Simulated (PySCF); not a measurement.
Working out the ionisation energy of Cr

Cr [Ar] 3d5 4s1 (7S) → Cr⁺ [Ar] 3d5 (6S). All numbers are calculated (PySCF 2.14, the non-relativistic Hamiltonian (point nucleus), in cc-pVDZ). Frozen: [Ar]. Energies in hartree (1 hartree = 27.21139 eV):

```csv
part,Cr (lower),Cr⁺ (upper)
UHF,-1043.355069,-1043.137836
MP2 opposite-spin,0.000000,0.000000
MP2 same-spin,-0.080077,-0.064969
```

Task: What does Hartree-Fock give?

Result: (-1043.137836) − (-1043.355069) = 0.217233 hartree = 5.911 eV.

Task: What do MP2 and SCS-MP2 (6/5 opposite-spin, 1/3 same-spin) give?

Result: The opposite-spin parts differ by 0.000 eV and the same-spin parts by 0.411 eV. MP2: 5.911 + (0.000) + (0.411) = 6.322 eV. SCS-MP2: 5.911 + 1.2 × (0.000) + (0.411)/3 = 6.048 eV.

Measured between the centres of the two terms (NIST): 6.767 eV, so MP2 (valence) is off by -0.445 eV.

The calculation is non-relativistic.

A double-zeta basis recovers only part of the correlation energy.

What remains against the reference includes basis incompleteness, the frozen core and correlation beyond second order.
